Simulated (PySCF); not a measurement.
HOS, SMILES O[S], multiplicity 2.

Geometry: PBE0-D3(BJ)/def2-TZVPD.

Computed with TDA-LC-ωPBE/def2-TZVPD (PySCF).

Vertical excitations. 

| state | energy (eV) | λ (nm) | f | main pairs |
|---|---|---|---|---|
| root 1 | 0.71 | 1746 | 0.000 | β HOMO→LUMO 97 % |
| root 2 | 3.73 | 332 | 0.000 | α HOMO→LUMO 28 %, α HOMO→LUMO+4 19 %, β HOMO→LUMO+1 25 %, β HOMO→LUMO+5 19 % |
| root 3 | 4.79 | 259 | 0.000 | α HOMO−1→LUMO 61 %, α HOMO−1→LUMO+4 33 % |
| root 4 | 4.81 | 258 | 0.004 | α HOMO→LUMO 32 %, α HOMO→LUMO+4 14 %, β HOMO→LUMO+1 32 %, β HOMO→LUMO+5 15 % |
| root 5 | 6.14 | 202 | 0.044 | β HOMO−1→LUMO 90 % |
| root 6 | 6.16 | 201 | 0.006 | β HOMO−2→LUMO 93 % |
| root 7 | 6.60 | 188 | 0.005 | α HOMO→LUMO+1 13 %, β HOMO→LUMO+2 44 %, β HOMO→LUMO+3 13 %, β HOMO→LUMO+7 10 %, β HOMO→LUMO+1 7 % |
| root 8 | 6.96 | 178 | 0.051 | α HOMO→LUMO+1 48 %, α HOMO→LUMO+3 12 %, α HOMO→LUMO+6 8 %, β HOMO→LUMO+2 12 % |
| root 9 | 7.32 | 169 | 0.009 | α HOMO−1→LUMO+1 54 %, α HOMO−1→LUMO+3 12 %, α HOMO−1→LUMO 11 %, α HOMO−1→LUMO+6 8 % |
| root 10 | 7.48 | 166 | 0.006 | α HOMO→LUMO+3 10 %, β HOMO→LUMO+3 45 %, β HOMO→LUMO+6 9 %, β HOMO→LUMO+1 7 % |
Unrestricted roots are not spin-pure.
